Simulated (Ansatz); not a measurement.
Mulliken charges of `O[Si@H](F)[Si@@H](O)F` from r2SCAN/def2-TZVPP in Ansatz (PBE0-D4/def2-TZVP geometry).

```tsv
atom	x (Å)	y (Å)	z (Å)	charge (e)
O1	-0.334	1.879	-0.901	-0.400
Si2	-0.109	0.287	-1.208	0.603
F3	1.127	0.065	-2.202	-0.317
Si4	0.375	-0.824	0.816	0.604
O5	-0.973	-1.151	1.683	-0.394
F6	1.306	0.221	1.609	-0.327
H7	0.302	2.320	-0.333	0.213
H8	-1.332	-0.157	-1.915	-0.097
H9	1.108	-2.105	0.733	-0.092
H10	-1.644	-0.474	1.781	0.206
```

Q: By hand: the dipole of these point charges (1 e Å = 4.8032 D).

A: Σ q r = (-0.354, -0.110, 0.048) e Å, of length 0.374 e Å = 1.80 D.

Q: How does the dipole of the full density compare? (Estimate.)

A: Computed: (-0.237, 0.148, 0.164) e Å, 1.56 D; the point charges give 1.15 times that, at 51° from its direction.

Point charges leave out the atoms' own dipoles, such as those of lone pairs, and Mulliken's split depends on the basis, so the two needn't agree.
